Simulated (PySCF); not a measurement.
Arsenic: a sound run and one with changed settings

Sound run: As⁺ [Ar] 3d10 4s2 4p2, As²⁺ [Ar] 3d10 4s2 4p1. Calculation: PySCF 2.14, in 6-31G* (5s4p3d, 32 functions); the non-relativistic Hamiltonian (point nucleus). In the sound run the correlated levels freeze [Ar] 3d10. The sound run starts from symmetry-adapted Hartree-Fock orbitals and uses a fine grid where one is needed.

Changed run: a valence shell is frozen. This setting is unsound on purpose.

| species | method | sound run (hartree) | changed run (hartree) | converged |
| --- | --- | --- | --- | --- |
| As⁺ | MP2 | -2233.59668 | -2233.55880 | yes |
| As⁺ | CCSD(T) | -2233.61398 | -2233.56054 | yes |

Ionisation energy of As⁺:

| method | sound run (eV) | changed run (eV) |
| --- | --- | --- |
| UHF | 18.036 | 18.036 |
| MP2 | 18.282 | 18.150 |
| SCS-MP2 | 18.221 | 18.074 |
| CCSD | 18.307 | 18.197 |
| CCSD(T) | 18.314 | 18.197 |
| CCSDT | n/a | 18.197 |
| FCI | n/a | 18.197 |

Freezing a valence shell removes pair correlation that changes on ionisation.

For comparison, NIST gives 18.589 eV between the lowest levels.
